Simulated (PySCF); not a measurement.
5-hexyn-2-one, C₆H₈O.
Numbering: `[CH:1]#[C:2][CH2:3][CH2:4][C:5]([CH3:6])=[O:7]` (hydrogens: H8 on C1; H9, H10 on C3; H11, H12 on C4; H13, H14, H15 on C6)

The same species was optimised twice, with GFN2-xTB and with PBE0-D3(BJ)/def2-SVP (PySCF), and the same property calculations (PySCF, gas phase) were run on both structures.

```csv
coordinate,GFN2-xTB,PBE0-D3(BJ)/def2-SVP,change
C1≡C2 (Å),1.196,1.211,+0.015
C2–C3 (Å),1.447,1.456,+0.009
C3–C4 (Å),1.531,1.524,-0.007
C5=O7 (Å),1.204,1.208,+0.004
C5–C6 (Å),1.510,1.508,-0.002
C4–C5 (Å),1.514,1.514,0.000
C4–C5–C6 (°),114.2,116.5,+2.3
C2–C3–C4 (°),111.2,112.8,+1.6
C4–C5–O7 (°),123.0,121.5,-1.5
C6–C5–O7 (°),122.8,122.0,-0.8
C3–C4–C5 (°),112.1,112.6,+0.5
C1–C2–C3 (°),178.8,178.6,-0.2
C2–C3–C4–C5 (°),180,180,0
C3–C4–C5–C6 (°),180,180,0
```

Rotational constants: A = 8061, B = 1205, C = 1069 MHz (GFN2-xTB) against A = 8226, B = 1184, C = 1055 MHz (PBE0-D3(BJ)/def2-SVP). Point groups within 0.08 Å: Cs and Cs.

On the GFN2-xTB structure: lowest singlet, TDDFT (eV) 4.49 [B3LYP/def2-SVPD]; lowest triplet, Tamm–Dancoff (eV) 3.93 [B3LYP/def2-SVPD]; isotropic polarisability (au) 73.6 [B3LYP/def2-SVPD]; HOMO (eV) -7.16 [B3LYP/def2-SVPD]; LUMO (eV) -0.91 [B3LYP/def2-SVPD]; dipole (D) 2.67 [B3LYP/def2-SVPD]; HOMO (eV) -7.35 [PBE0/pcSseg-1]; LUMO (eV) -0.50 [PBE0/pcSseg-1]; dipole (D) 2.64 [PBE0/pcSseg-1]; GIAO shielding of C1 (ppm) 111.5 [PBE0/pcSseg-1]; GIAO shielding of C2 (ppm) 98.4 [PBE0/pcSseg-1]; GIAO shielding of C3 (ppm) 171.7 [PBE0/pcSseg-1]; GIAO shielding of C4 (ppm) 140.2 [PBE0/pcSseg-1]; GIAO shielding of C5 (ppm) -23.7 [PBE0/pcSseg-1]; GIAO shielding of C6 (ppm) 155.1 [PBE0/pcSseg-1]; GIAO shielding of O7 (ppm) -334.3 [PBE0/pcSseg-1].

Q: What do these properties become on the PBE0-D3(BJ)/def2-SVP structure?

A: 
| property | level | on GFN2-xTB | on PBE0-D3(BJ)/def2-SVP | change |
| --- | --- | --- | --- | --- |
| lowest singlet, TDDFT (eV) | B3LYP/def2-SVPD | 4.49 | 4.46 | -0.03 |
| lowest triplet, Tamm–Dancoff (eV) | B3LYP/def2-SVPD | 3.93 | 3.90 | -0.03 |
| isotropic polarisability (au) | B3LYP/def2-SVPD | 73.6 | 74.9 | +1.3 |
| HOMO (eV) | B3LYP/def2-SVPD | -7.16 | -7.17 | -0.01 |
| LUMO (eV) | B3LYP/def2-SVPD | -0.91 | -0.94 | -0.03 |
| dipole (D) | B3LYP/def2-SVPD | 2.67 | 2.70 | +0.03 |
| energy, GFN2-xTB geometry as zero (kcal/mol) | B3LYP/def2-SVPD | 0.0 | -1.3 | -1.3 |
| HOMO (eV) | PBE0/pcSseg-1 | -7.35 | -7.36 | -0.01 |
| LUMO (eV) | PBE0/pcSseg-1 | -0.50 | -0.54 | -0.04 |
| dipole (D) | PBE0/pcSseg-1 | 2.64 | 2.69 | +0.05 |
| energy, GFN2-xTB geometry as zero (kcal/mol) | PBE0/pcSseg-1 | 0.0 | -0.5 | -0.5 |
| GIAO shielding of C1 (ppm) | PBE0/pcSseg-1 | 111.5 | 109.4 | -2.1 |
| GIAO shielding of C2 (ppm) | PBE0/pcSseg-1 | 98.4 | 97.9 | -0.5 |
| GIAO shielding of C3 (ppm) | PBE0/pcSseg-1 | 171.7 | 170.0 | -1.7 |
| GIAO shielding of C4 (ppm) | PBE0/pcSseg-1 | 140.2 | 140.4 | +0.2 |
| GIAO shielding of C5 (ppm) | PBE0/pcSseg-1 | -23.7 | -24.6 | -0.9 |
| GIAO shielding of C6 (ppm) | PBE0/pcSseg-1 | 155.1 | 153.7 | -1.4 |
| GIAO shielding of O7 (ppm) | PBE0/pcSseg-1 | -334.3 | -344.4 | -10.1 |

The heavy atoms differ by 0.030 Å rms after alignment. Among bonds between heavy atoms C1≡C2 changes most (+0.015 Å). Changes are differences of the printed values. Neither structure is proved a minimum here.

The values belong to the conformer `[CH:1]#[C:2][CH2:3][CH2:4][C:5]([CH3:6])=[O:7]`: C2–C3–C4–C5 180°, C3–C4–C5–C6 180°.
